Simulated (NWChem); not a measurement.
Program: NWChem. System: H2OSn, charge 0, spin multiplicity 1, at a geometry optimised with B3LYP/def2-SVP with def2 effective core potentials on Sn. The structure started from a generated list of species. Level: PBE0/def2-SVP with def2 effective core potentials on Sn.

Input file:

```
start mol
memory heap 200 mb stack 900 mb global 1100 mb
geometry units angstroms nocenter noautoz
  Sn     0.193257     0.241767     0.000000
  H      1.532367    -0.983534     0.000000
  O     -1.279258    -1.132302     0.000000
  H     -0.961155    -2.046400     0.000000
  symmetry group Cs
end
basis spherical
  * library def2-svp
end
ecp
  Sn library def2-ecp
end
dft
  xc pbe0
  semidirect memsize 60000000 filesize 0
  iterations 100
end
task dft energy
```

Output (cleaned and shortened):

```
             Northwest Computational Chemistry Package (NWChem) 7.3.0
             --------------------------------------------------------

                                NWChem Input Module
                                -------------------

 Scaling coordinates for geometry "geometry" by  1.889725989
 (inverse scale =  0.529177249)

 Turning off AUTOSYM since
 SYMMETRY directive was detected!

                             Geometry "geometry" -> ""
                             -------------------------

 Output coordinates in angstroms (scale by  1.889725989 to convert to a.u.)

  No.       Tag          Charge          X              Y              Z
 ---- ---------------- ---------- -------------- -------------- --------------
    1 Sn                  50.0000     0.19325700     0.24176700     0.00000000
    2 H                    1.0000     1.53236700    -0.98353400     0.00000000
    3 O                    8.0000    -1.27925800    -1.13230200     0.00000000
    4 H                    1.0000    -0.96115500    -2.04640000     0.00000000

 Effective nuclear repulsion energy (a.u.)     136.0712917500

            Nuclear Dipole moment (a.u.)
            ----------------------------
        X                 Y               Z
 ---------------- ---------------- ----------------
    -0.0000037795     0.0000000000     0.0000000000

      Symmetry information
      --------------------

 Group name             Cs
 Group number              2
 Group order               2
 No. of unique centers     4

      Symmetry unique atoms

     1    2    3    4


 Summary of "ao basis" -> "" (spherical)
 ------------------------------------------------------------------------------
       Tag                 Description            Shells   Functions and Types
 ---------------- ------------------------------  ------  ---------------------
 *                          def2-svp                  on all atoms

                                 NWChem DFT Module
                                 -----------------

 Summary of "ao basis" -> "ao basis" (spherical)
 ------------------------------------------------------------------------------
       Tag                 Description            Shells   Functions and Types
 ---------------- ------------------------------  ------  ---------------------
 Sn                         def2-svp                10       26   4s4p2d
 H                          def2-svp                 3        5   2s1p
 O                          def2-svp                 6       14   3s2p1d

 Summary of "ao basis" -> "ao basis" (spherical)
 ------------------------------------------------------------------------------
       Tag                 Description            Shells   Functions and Types
 ---------------- ------------------------------  ------  ---------------------
 Sn                         def2-svp                10       26   4s4p2d
 H                          def2-svp                 3        5   2s1p
 O                          def2-svp                 6       14   3s2p1d

      Symmetry analysis of basis
      --------------------------

        a'         36
        a"         14

            General Information
            -------------------
          SCF calculation type: DFT
          Wavefunction type:  closed shell.
          No. of atoms     :     4
          No. of electrons :    32
           Alpha electrons :    16
            Beta electrons :    16
          Charge           :     0
          Spin multiplicity:     1
          Use of symmetry is: on ; symmetry adaption is: on
          Maximum number of iterations: 100
          AO basis - number of functions:    50
                     number of shells:    22
          Convergence on energy requested:  1.00D-06
          Convergence on density requested:  1.00D-05
          Convergence on gradient requested:  5.00D-04

              XC Information
              --------------
                         PBE0 Method XC Functional
                     Hartree-Fock (Exact) Exchange  0.250
          PerdewBurkeErnzerhof Exchange Functional  0.750
            Perdew 1991 LDA Correlation Functional  1.000 local
           PerdewBurkeErnz. Correlation Functional  1.000 non-local

             Grid Information
             ----------------
          Grid used for XC integration:  medium
          Radial quadrature: Mura-Knowles
          Angular quadrature: Lebedev.
          Tag              B.-S. Rad. Rad. Pts. Rad. Cut. Ang. Pts.
          ---              ---------- --------- --------- ---------
          Sn                  1.45      123           9.0       590
          H                   0.35       45          10.0       434
          O                   0.60       49           8.0       434
          Grid pruning is: on
          Number of quadrature shells:   262
          Spatial weights used:  Erf1

          Convergence Information
          -----------------------
          Convergence aids based upon iterative change in
          total energy or number of iterations.
          Levelshifting, if invoked, occurs when the
          HOMO/LUMO gap drops below (HL_TOL):  1.00D-02
          DIIS, if invoked, will attempt to extrapolate
          using up to (NFOCK): 10 stored Fock matrices.

                    Damping( 0%)  Levelshifting(0.5)       DIIS
                  --------------- ------------------- ---------------
          dE  on:    start            ASAP                start
          dE off:    2 iters        100 iters           100 iters

      Screening Tolerance Information
      -------------------------------
          Density screening/tol_rho:  1.00D-10
          AO Gaussian exp screening on grid/accAOfunc:  14
          CD Gaussian exp screening on grid/accCDfunc:  20
          XC Gaussian exp screening on grid/accXCfunc:  20
          Schwarz screening/accCoul:  1.00D-08

      Superposition of Atomic Density Guess
      -------------------------------------

 Sum of atomic energies:        -324.78545490

      Non-variational initial energy
      ------------------------------

 Total energy =    -289.038803
 1-e energy   =    -605.941938
 2-e energy   =     253.631011
 HOMO         =      -0.240644
 LUMO         =      -0.059301

      Symmetry analysis of molecular orbitals - initial
      -------------------------------------------------

  Numbering of irreducible representations:

     1 a'          2 a"

  Orbital symmetries:

     1 a'          2 a'          3 a'          4 a'          5 a"
     6 a'          7 a'          8 a'          9 a"         10 a"
    11 a'         12 a'         13 a'         14 a"         15 a'
    16 a'         17 a"         18 a'         19 a'         20 a'
    21 a'         22 a'         23 a"         24 a'         25 a"
    26 a'

------------------------------------------------------------
EAF file 0: "./mol.aoints.0" size=524288 bytes
------------------------------------------------------------
               write      read    awrite     aread      wait
               -----      ----    ------     -----      ----
     calls:        1         0         0         0         0
   data(b): 5.24e+05  0.00e+00  0.00e+00  0.00e+00
   time(s): 0.00e+00  0.00e+00  0.00e+00  0.00e+00  0.00e+00
rate(mb/s): 0.00e+00  0.00e+00
------------------------------------------------------------

   convergence    iter        energy       DeltaE   RMS-Dens  Diis-err    time
 ---------------- ----- ----------------- --------- --------- ---------  ------
 d= 0,ls=0.0,diis     1   -290.4962819878 -3.54D+02  3.59D-02  6.06D-01     0.5
 d= 0,ls=0.0,diis     2   -289.8802745532  6.16D-01  2.53D-02  5.65D+00     0.5
 d= 0,ls=0.0,diis     3   -290.5771199925 -6.97D-01  2.02D-03  9.40D-03     0.6
 d= 0,ls=0.0,diis     4   -290.5784207381 -1.30D-03  3.72D-04  7.15D-04     0.6
 d= 0,ls=0.0,diis     5   -290.5785111210 -9.04D-05  9.92D-05  1.29D-05     0.7
  Resetting Diis
 d= 0,ls=0.0,diis     6   -290.5785131387 -2.02D-06  3.57D-05  1.51D-06     0.7
 d= 0,ls=0.0,diis     7   -290.5785134249 -2.86D-07  8.50D-06  5.46D-08     0.8

         Total DFT energy =     -290.578513424879
      One electron energy =     -607.610547087679
           Coulomb energy =      281.060696958322
    Exchange-Corr. energy =      -27.300786667746
 Nuclear repulsion energy =       63.272123372224

 Numeric. integr. density =       31.999995292554

     Total iterative time =      0.6s

                  Occupations of the irreducible representations
                  ----------------------------------------------

                     irrep           alpha         beta
                     --------     --------     --------
                     a'               12.0         12.0
                     a"                4.0          4.0

                       DFT Final Molecular Orbital Analysis
                       ------------------------------------

 Vector   14  Occ=2.000000D+00  E=-3.118617D-01  Symmetry=a"
              MO Center= -1.2D+00, -1.0D+00,  4.2D-15, r^2= 1.0D+00
   Bfn.  Coefficient  Atom+Function         Bfn.  Coefficient  Atom+Function
  ----- ------------  ---------------      ----- ------------  ---------------
    37      0.590569  3 O  pz                40      0.458101  3 O  pz
    13      0.149402  1 Sn pz                16      0.130268  1 Sn pz
    18      0.052018  1 Sn d -1              10     -0.051376  1 Sn pz
    20     -0.050450  1 Sn d  1               7     -0.048506  1 Sn pz
    23     -0.043476  1 Sn d -1              25      0.037430  1 Sn d  1

 Vector   15  Occ=2.000000D+00  E=-3.110463D-01  Symmetry=a'
              MO Center= -7.2D-01, -8.5D-01,  1.0D-15, r^2= 2.4D+00
   Bfn.  Coefficient  Atom+Function         Bfn.  Coefficient  Atom+Function
  ----- ------------  ---------------      ----- ------------  ---------------
    35      0.534034  3 O  px                38      0.404527  3 O  px
    11     -0.208146  1 Sn px                27     -0.156624  2 H  s
     3     -0.141904  1 Sn s                 12     -0.133243  1 Sn py
    28     -0.126308  2 H  s                  4     -0.122205  1 Sn s
    17     -0.100326  1 Sn d -2              36      0.090186  3 O  py

 Vector   16  Occ=2.000000D+00  E=-2.491244D-01  Symmetry=a'
              MO Center=  4.8D-01,  1.5D-01, -1.2D-14, r^2= 3.1D+00
   Bfn.  Coefficient  Atom+Function         Bfn.  Coefficient  Atom+Function
  ----- ------------  ---------------      ----- ------------  ---------------
     3      0.437397  1 Sn s                 12      0.348409  1 Sn py
    27     -0.312127  2 H  s                 28     -0.297535  2 H  s
     4      0.278953  1 Sn s                 15      0.228111  1 Sn py
     2     -0.169158  1 Sn s                 11     -0.149870  1 Sn px
     1     -0.141007  1 Sn s                  9     -0.117221  1 Sn py

 Vector   17  Occ=0.000000D+00  E=-8.742114D-02  Symmetry=a"
              MO Center=  1.6D-01,  1.8D-01, -4.3D-16, r^2= 3.5D+00
   Bfn.  Coefficient  Atom+Function         Bfn.  Coefficient  Atom+Function
  ----- ------------  ---------------      ----- ------------  ---------------
    16      0.593596  1 Sn pz                13      0.523229  1 Sn pz
    37     -0.219231  3 O  pz                40     -0.212504  3 O  pz
    10     -0.167808  1 Sn pz                 7     -0.156740  1 Sn pz
    25     -0.040391  1 Sn d  1              20      0.032155  1 Sn d  1

 Vector   18  Occ=0.000000D+00  E=-3.682242D-03  Symmetry=a'
              MO Center=  6.8D-02,  1.1D-01,  4.1D-17, r^2= 4.8D+00
   Bfn.  Coefficient  Atom+Function         Bfn.  Coefficient  Atom+Function
  ----- ------------  ---------------      ----- ------------  ---------------
    14      0.802316  1 Sn px                34      0.538847  3 O  s
    11      0.337578  1 Sn px                28     -0.326556  2 H  s
    15      0.277871  1 Sn py                47     -0.234394  4 H  s
    38      0.162361  3 O  px                35      0.160931  3 O  px
    33      0.142808  3 O  s                 17     -0.119242  1 Sn d -2

 Vector   19  Occ=0.000000D+00  E= 5.413016D-02  Symmetry=a'
              MO Center=  3.7D-01,  1.2D-01,  7.9D-16, r^2= 4.8D+00
   Bfn.  Coefficient  Atom+Function         Bfn.  Coefficient  Atom+Function
  ----- ------------  ---------------      ----- ------------  ---------------
    28      1.231485  2 H  s                 15      1.035443  1 Sn py
     4     -0.551496  1 Sn s                 14     -0.481164  1 Sn px
     3     -0.472162  1 Sn s                 12      0.252117  1 Sn py
    11     -0.232648  1 Sn px                27      0.227629  2 H  s
    38      0.169349  3 O  px                 2      0.159504  1 Sn s

 center of mass
 --------------
 x =   0.04031345 y =   0.10205612 z =   0.00000000

 moments of inertia (a.u.)
 ------------------
         114.980185978639        -103.504655918767           0.000000000000
        -103.504655918767         120.754941036306           0.000000000000
           0.000000000000           0.000000000000         235.735127014945

     Multipole analysis of the density
     ---------------------------------

     L   x y z        total         alpha         beta         nuclear
     -   - - -        -----         -----         ----         -------
     0   0 0 0     -0.000000    -16.000000    -16.000000     32.000000

     1   1 0 0      0.488532      5.357107      5.357107    -10.225681
     1   0 1 0      0.038975      6.415715      6.415715    -12.792455
     1   0 0 1     -0.000000     -0.000000     -0.000000      0.000000

     2   2 0 0    -26.643482    -44.007250    -44.007250     61.371017
     2   1 1 0      0.476736    -23.108774    -23.108774     46.694285
     2   1 0 1     -0.000000     -0.000000     -0.000000      0.000000
     2   0 2 0    -22.162311    -40.895762    -40.895762     59.629214
     2   0 1 1      0.000000      0.000000      0.000000      0.000000
     2   0 0 2    -20.927995    -10.463998    -10.463998      0.000000

 Task  times  cpu:        0.8s     wall:        0.8s

 Total times  cpu:        0.8s     wall:        0.8s
```
